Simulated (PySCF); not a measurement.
## C2H2BCl2: g tensor and hyperfine couplings

Compound: C₂H₂BCl₂ (doublet state).
Structure used (PBE0-D3(BJ)/def2-SVP), in Å, numbered top down from 1:
```xyz
7
C2H2BCl2 angstrom
C      1.3700   -0.4580   -0.4259
C      0.4340    0.2609    0.1669
B     -1.0785   -0.0362    0.0163
Cl    -1.6667   -1.3571   -0.9706
Cl    -2.2454    0.9706    0.8545
H      2.4590   -0.4836   -0.4970
H      0.7343    1.1132    0.8016
```

The hyperfine couplings belong to this conformer and change with its torsions.

Identity: `ClB(Cl)/C=[C]/[H]` [radical].

Computed with UKS B3LYP, IGLO-III on B C Cl, pcH-1 on H, non-relativistic, mean-field spin-orbit, GIAO (PySCF 2.14.0). Isolated species at its PBE0-D3(BJ)/def2-SVP geometry, gas phase. No stability test was run, so a lower SCF solution isn't excluded.

```json
{"g1, g2, g3": "2.00120, 2.00177, 2.00430", "g_iso": "2.00242", "Form of g": "rhombic: the two nearest values differ by 18 % of g3 − g1", "⟨S²⟩": "0.7612 (exact 0.7500)", "α and β electrons": "27, 26", "Total energy": "-1022.74392 Eh", "Basis functions": "213"}
```

Hyperfine couplings atom by atom, in MHz; T1 to T3 are the principal values of the dipolar part:

```csv
atom,isotope,a_iso,of which spin–orbit,T1,T2,T3,Mulliken spin population
C1,13C,329.6,-0.2,-82.3,-58.0,140.3,1.01
C2,13C,-0.3,0.0,-18.4,3.0,15.3,-0.14
B3,11B,69.5,0.0,-4.2,-2.1,6.3,0.02
Cl4,35Cl,0.3,0.0,-2.7,-0.4,3.2,0.00
Cl5,35Cl,-0.8,0.0,-2.1,0.6,1.5,0.00
H6,1H,58.0,0.0,-31.9,-8.3,40.2,0.02
H7,1H,186.3,0.0,-5.0,-2.2,7.2,0.09
```

Largest spin populations (Mulliken): C1 (+1.01), C2 (-0.14) and H7 (+0.09). C1 is the only atom above +0.15.

Axes: g1 points within 12° of the C1–H6 bond, g2 points within 2° of the C2–H7 bond and g3 is normal to the molecular plane.

Under fast tumbling the dipolar parts average out, and these isotropic splittings remain: 1 × 1H (H7, I = 1/2, 2 lines) with 6.65 mT, 1 × 11B (B3, I = 3/2, 4 lines) with 2.48 mT and 1 × 1H (H6, I = 1/2, 2 lines) with 2.07 mT.

Main isotope only: 11B (natural samples also hold 20 % 10B, magnetic too, which adds its own pattern).

The 13C coupling of C1 (329.6 MHz) shows only in satellite lines or after enrichment, since that isotope makes up about 1.07 % of natural carbon.
